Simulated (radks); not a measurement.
Results of a calculation; reference values are marked as such.
Task: The mean radii <r> (bohr) of the occupied orbitals of an atom or ion are listed with their occupations. Code: a radial shooting solver on a logarithmic mesh with Libxc functionals. Model: Dirac Kohn-Sham, PBE, spin-unpolarised, spherical densities, finite nucleus; Fermi nuclear charge, rms radius of each element as measured or else 0.836 A^(1/3) + 0.57 fm.

| orbital | occ. | <r> |
|---|---|---|
| 1s1/2 | 2 | 0.02722 |
| 2s1/2 | 2 | 0.1167 |
| 2p1/2 | 2 | 0.09846 |
| 2p3/2 | 4 | 0.1041 |
| 3s1/2 | 2 | 0.3137 |
| 3p1/2 | 2 | 0.3039 |
| 3p3/2 | 4 | 0.3154 |
| 3d3/2 | 4 | 0.2863 |
| 3d5/2 | 6 | 0.2900 |
| 4s1/2 | 2 | 0.7372 |
| 4p1/2 | 2 | 0.7680 |
| 4p3/2 | 4 | 0.7949 |
| 4d3/2 | 4 | 0.8892 |
| 4d5/2 | 6 | 0.8989 |

Name the element and its charge. Open shells, if any, fill j = l - 1/2 first.

Result: Z = 53, iodine, charge +7: I7+ in [Kr] 4d10. The 1s radius gives Z: for a bare nucleus <r> = (2 gamma + 1)/(2Z) with gamma = sqrt(1 - (Z/c)^2), 0.02683 bohr for Z = 53, and screening makes it slightly larger (0.02722 here). The occupations add up to 46, and the charge is Z minus that.
